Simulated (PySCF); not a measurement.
N2O (SMILES N#[N+][O-]), singlet, at a GFN2-xTB geometry; B3LYP/6-31G** run with PySCF.

Input for PySCF:
```python
from pyscf import gto, scf, dft

mol = gto.M(
    atom='''
N    -0.00000000   -0.00000000   -1.17224503
N    -0.00000000   -0.00000000   -0.06654726
O     0.00000000    0.00000000    1.08394325
''',
    basis='6-31g**',
    verbose=4,
)

mf = dft.RKS(mol)
mf.xc = 'b3lyp'
mf.diis = False
mf.max_cycle = 100
mf.kernel()
```

Predict the main parts of the log of this PySCF run.


```
PySCF version 2.14.0

[INPUT] verbose = 4
[INPUT] num. atoms = 3
[INPUT] num. electrons = 22
[INPUT] charge = 0
[INPUT] spin (= nelec alpha-beta = 2S) = 0
[INPUT] symmetry False subgroup None
[INPUT] Mole.unit = angstrom
[INPUT] Symbol           X                Y                Z      unit          X                Y                Z       unit  Magmom
[...]
nuclear repulsion = 62.3431196197166
number of shells = 18
number of NR pGTOs = 81
number of NR cGTOs = 42
basis = 6-31g**
ecp = {}

******** <class 'pyscf.dft.rks.RKS'> ********
method = RKS
initial guess = minao
damping factor = 0
level_shift factor = 0
DIIS disabled
SCF conv_tol = 1e-09
SCF conv_tol_grad = None
SCF max_cycles = 100
direct_scf = True
direct_scf_tol = 1e-13
XC library pyscf.dft.libxc version 7.1.2
    S. Lehtola, C. Steigemann, M. J. T. Oliveira, and M. A. L. Marques,  SoftwareX 7, 1–5 (2018)
XC functionals = b3lyp
    P. J. Stephens, F. J. Devlin, C. F. Chabalowski, and M. J. Frisch,  J. Phys. Chem. 98, 11623 (1994)
radial grids:
    Treutler-Ahlrichs [JCP 102, 346 (1995); DOI:10.1063/1.469408] (M4) radial grids

becke partition: Becke, JCP 88, 2547 (1988); DOI:10.1063/1.454033
pruning grids: <function nwchem_prune>
grids dens level: 3
symmetrized grids: False
atomic radii adjust function: <function treutler_atomic_radii_adjust>
small_rho_cutoff = 0
Set gradient conv threshold to 3.16228e-05
Initial guess from minao.
tot grids = 41888
init E= -185.388605233815
[...]
cycle= 1 E= -184.546387817802  delta_E= 0.842  |g|= 0.759  |ddm|= 2.38
[...]
cycle= 2 E= -184.199544425659  delta_E= 0.347  |g|= 1.59  |ddm|= 1.44
[...]
cycle= 3 E= -183.597501769575  delta_E= 0.602  |g|= 2.34  |ddm|= 2.43
[...]
cycle= 4 E= -178.391189947777  delta_E= 5.21  |g|= 4.56  |ddm|= 6.77
[...]
cycle= 5 E= -156.039967020812  delta_E= 22.4  |g|= 6.92  |ddm|= 25.8
[...]
cycle= 6 E= -155.440485316703  delta_E= 0.599  |g|= 7.36  |ddm|= 26.8
[...]
cycle= 7 E= -142.348770109524  delta_E= 13.1  |g|= 7.86  |ddm|=   15
[...]
cycle= 8 E= -154.856701707191  delta_E= -12.5  |g|= 7.18  |ddm|= 14.5
[...]
cycle= 9 E= -142.239999740445  delta_E= 12.6  |g|= 7.66  |ddm|= 14.9
[...]
cycle= 10 E= -155.100639849343  delta_E= -12.9  |g|= 7.13  |ddm|= 14.9
[...]
cycle= 11 E= -142.308652022078  delta_E= 12.8  |g|= 7.61  |ddm|=   15
[...]
cycle= 12 E= -155.150537654402  delta_E= -12.8  |g|= 7.12  |ddm|=   15
[...]
cycle= 13 E= -142.322781152421  delta_E= 12.8  |g|=  7.6  |ddm|= 15.1
[...]
[...]
[...]
cycle= 69 E= -142.325629264117  delta_E= 12.8  |g|= 7.59  |ddm|= 15.1
[...]
cycle= 70 E= -155.160421473942  delta_E= -12.8  |g|= 7.12  |ddm|= 15.1
[...]
cycle= 71 E= -142.325629264117  delta_E= 12.8  |g|= 7.59  |ddm|= 15.1
[...]
cycle= 72 E= -155.160421473942  delta_E= -12.8  |g|= 7.12  |ddm|= 15.1
[...]
cycle= 73 E= -142.325629264117  delta_E= 12.8  |g|= 7.59  |ddm|= 15.1
[...]
cycle= 74 E= -155.160421473942  delta_E= -12.8  |g|= 7.12  |ddm|= 15.1
[...]
cycle= 75 E= -142.325629264118  delta_E= 12.8  |g|= 7.59  |ddm|= 15.1
[...]
cycle= 76 E= -155.160421473942  delta_E= -12.8  |g|= 7.12  |ddm|= 15.1
[...]
cycle= 77 E= -142.325629264118  delta_E= 12.8  |g|= 7.59  |ddm|= 15.1
[...]
cycle= 78 E= -155.160421473942  delta_E= -12.8  |g|= 7.12  |ddm|= 15.1
[...]
cycle= 79 E= -142.325629264117  delta_E= 12.8  |g|= 7.59  |ddm|= 15.1
[...]
cycle= 80 E= -155.160421473942  delta_E= -12.8  |g|= 7.12  |ddm|= 15.1
[...]
cycle= 81 E= -142.325629264117  delta_E= 12.8  |g|= 7.59  |ddm|= 15.1
[...]
cycle= 82 E= -155.160421473942  delta_E= -12.8  |g|= 7.12  |ddm|= 15.1
[...]
cycle= 83 E= -142.325629264117  delta_E= 12.8  |g|= 7.59  |ddm|= 15.1
[...]
cycle= 84 E= -155.160421473942  delta_E= -12.8  |g|= 7.12  |ddm|= 15.1
[...]
cycle= 85 E= -142.325629264117  delta_E= 12.8  |g|= 7.59  |ddm|= 15.1
[...]
cycle= 86 E= -155.160421473942  delta_E= -12.8  |g|= 7.12  |ddm|= 15.1
[...]
cycle= 87 E= -142.325629264117  delta_E= 12.8  |g|= 7.59  |ddm|= 15.1
[...]
cycle= 88 E= -155.160421473942  delta_E= -12.8  |g|= 7.12  |ddm|= 15.1
[...]
cycle= 89 E= -142.325629264117  delta_E= 12.8  |g|= 7.59  |ddm|= 15.1
[...]
cycle= 90 E= -155.160421473942  delta_E= -12.8  |g|= 7.12  |ddm|= 15.1
[...]
cycle= 91 E= -142.325629264117  delta_E= 12.8  |g|= 7.59  |ddm|= 15.1
[...]
cycle= 92 E= -155.160421473942  delta_E= -12.8  |g|= 7.12  |ddm|= 15.1
[...]
cycle= 93 E= -142.325629264117  delta_E= 12.8  |g|= 7.59  |ddm|= 15.1
[...]
cycle= 94 E= -155.160421473942  delta_E= -12.8  |g|= 7.12  |ddm|= 15.1
[...]
cycle= 95 E= -142.325629264117  delta_E= 12.8  |g|= 7.59  |ddm|= 15.1
[...]
cycle= 96 E= -155.160421473942  delta_E= -12.8  |g|= 7.12  |ddm|= 15.1
[...]
cycle= 97 E= -142.325629264118  delta_E= 12.8  |g|= 7.59  |ddm|= 15.1
[...]
cycle= 98 E= -155.160421473942  delta_E= -12.8  |g|= 7.12  |ddm|= 15.1
[...]
cycle= 99 E= -142.325629264118  delta_E= 12.8  |g|= 7.59  |ddm|= 15.1
[...]
cycle= 100 E= -155.160421473942  delta_E= -12.8  |g|= 7.12  |ddm|= 15.1
SCF not converged.
SCF energy = -155.160421473942
```

The run did not converge; its last values are not results.
